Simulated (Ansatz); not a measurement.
Geometry optimisation, RHF/def2-SVP in Ansatz.

The input (input.yaml):

```yaml
crystal:
  periodic: [false, false, false]
  atoms:
    - { symbol: Ta, position_ang: [-0.510686, -0.543981, -0.333057] }
    - { symbol: "N", position_ang: [2.759184, 0.129441, -0.155554] }
    - { symbol: H, position_ang: [3.147338, 0.138049, 0.773564] }
    - { symbol: H, position_ang: [3.156955, 0.898533, -0.673001] }
    - { symbol: F, position_ang: [-0.016223, -1.227637, 1.343415] }
    - { symbol: Cl, position_ang: [-0.453569, 0.160384, -2.574858] }
    - { symbol: Cl, position_ang: [-0.304633, 1.646124, 0.45658] }
    - { symbol: Cl, position_ang: [-2.659567, -1.311571, -0.287147] }
    - { symbol: P, position_ang: [1.029598, -2.381638, -1.159659] }
    - { symbol: H, position_ang: [0.632269, -3.346514, -0.208713] }
    - { symbol: H, position_ang: [0.225921, -2.843808, -2.221322] }
    - { symbol: H, position_ang: [3.021714, -0.752381, -0.612248] }
basis:
  gaussian: { orbitals: def2-SVP }
hamiltonian:
  xc: hf
relax:
  f_tol: 0.03
  max_steps: 50
output:
  orbitals: {}
```

Run as:

```bash
$ ansatz run input.yaml --threads 4 --pin off --max-ram 5120MiB --backend cpu --events-out ev --progress --plain --runs-dir out
```

Q: Where does it end, and by what steps?

A: The run converged. After 10 steps the energy has fallen by 0.840 eV; H4 moved furthest, 0.70 Å. Joined: Ta1–N2 (3.34 → 2.37 Å).

```csv
step,energy less start (eV),largest force component (eV/Å),accepted
0,0.0000,1.041,yes
1,-0.1517,1.188,yes
2,-0.4285,1.384,yes
3,-0.7049,1.300,yes
4,-0.6925,2.610,no
5,-0.8109,0.512,yes
6,-0.8249,0.161,yes
7,-0.8278,0.355,yes
8,-0.8379,0.129,yes
9,-0.8387,0.078,yes
10,-0.8401,0.028,yes
```

```xyz
12
Properties=species:S:1:pos:R:3
Ta -0.031 -0.482 -0.305
N 2.273 0.060 -0.234
H 2.558 0.120 0.733
H 2.459 0.958 -0.654
F 0.427 -1.180 1.383
Cl 0.088 0.251 -2.547
Cl -0.053 1.751 0.569
Cl -2.244 -1.099 -0.251
P 1.059 -2.689 -1.190
H 0.475 -3.546 -0.234
H 0.156 -2.954 -2.238
H 2.860 -0.625 -0.684
```

Whether the end is a true minimum wasn't checked by a vibrational analysis.

Run time: 29 s on 4 threads of Intel(R) Xeon(R) Platinum 8375C CPU @ 2.90GHz (Ice Lake), with other jobs on the host, peak memory 0.54 GiB.
